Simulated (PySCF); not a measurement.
## Cu¹⁸⁺: ionisation energy

Cu¹⁸⁺ [Ne] 3s1 (2S) → Cu¹⁹⁺ [Ne] (1S), as a difference of total energies. All numbers are calculated (PySCF 2.14, the spin-free X2C one-electron Hamiltonian (Gaussian nucleus), in an uncontracted even-tempered set (18 s from 1.5 bohr⁻², ratio 2.5; 11 p from 2 bohr⁻², ratio 2.5; 5 d from 7.9 bohr⁻², ratio 2.7; 4 f from 12 bohr⁻², ratio 2.7)). Correlated levels: outer shells: 1s2 frozen; virtual orbitals above 40 to 60 times the deepest correlated orbital energy dropped. The calculations carry no spin-orbit coupling.

```json
{"method": "UHF", "ionisation energy (eV)": "669.99"}
{"method": "LDA", "ionisation energy (eV)": "671.90"}
{"method": "PBE", "ionisation energy (eV)": "672.81"}
{"method": "PBE0", "ionisation energy (eV)": "672.21"}
{"method": "r2SCAN", "ionisation energy (eV)": "670.05"}
{"method": "B97-3", "ionisation energy (eV)": "671.43"}
{"method": "TPSS", "ionisation energy (eV)": "671.76"}
{"method": "MP2 (outer shells)", "ionisation energy (eV)": "670.61"}
{"method": "SCS-MP2 (outer shells)", "ionisation energy (eV)": "670.50"}
```

Task: How much does correlation contribute at MP2 (outer shells)?

Result: 670.61 − (669.99) = 0.62 eV, measured against UHF.

For comparison: 670.61 eV (semi-empirical (NIST evaluation); NIST Atomic Spectra Database, ionization energies).
